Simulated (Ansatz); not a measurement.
One change: `O[SiH](O)N[SiH](O)Cl` becomes `[OH][GeH2][NH][SiH](O)Cl`.

Ansatz, PBE0-D4/def2-TZVP geometries, multiplicity 1. Each molecule was computed in one conformer, which needn't be the lowest.

Scalar relativity is left out up to krypton.

```
                               property  `O[SiH](O)N[SiH](O)Cl`
  HOMO energy (ωB97M-V/def2-TZVPP) / eV                  -10.65
      LUMO energy (PBE/def2-TZVPP) / eV                   -0.42
      HOMO energy (PBE/def2-TZVPP) / eV                   -6.87
HOMO–LUMO gap (ωB97M-V/def2-TZVPP) / eV                   12.58
   HOMO–LUMO gap (PBE0/def2-TZVPP) / eV                    8.79
     LUMO energy (PBE0/def2-TZVPP) / eV                    0.48
```

(1) Give the same properties after the change, and the shifts. (Best estimate.)

Results:

(1) Ansatz gave: 
```csv
property,`[OH][GeH2][NH][SiH](O)Cl`,shift
HOMO energy (ωB97M-V/def2-TZVPP) / eV,-10.35,0.30
LUMO energy (PBE/def2-TZVPP) / eV,-0.91,-0.49
HOMO energy (PBE/def2-TZVPP) / eV,-6.63,0.24
HOMO–LUMO gap (ωB97M-V/def2-TZVPP) / eV,11.95,-0.63
HOMO–LUMO gap (PBE0/def2-TZVPP) / eV,7.98,-0.81
LUMO energy (PBE0/def2-TZVPP) / eV,-0.05,-0.53
```

With PBE0 the HOMO rises by 0.28 eV and the LUMO falls by 0.53 eV, so the gap narrows by about 0.81 eV. PBE moves the HOMO by 0.24 eV and ωB97M-V by 0.30 eV.
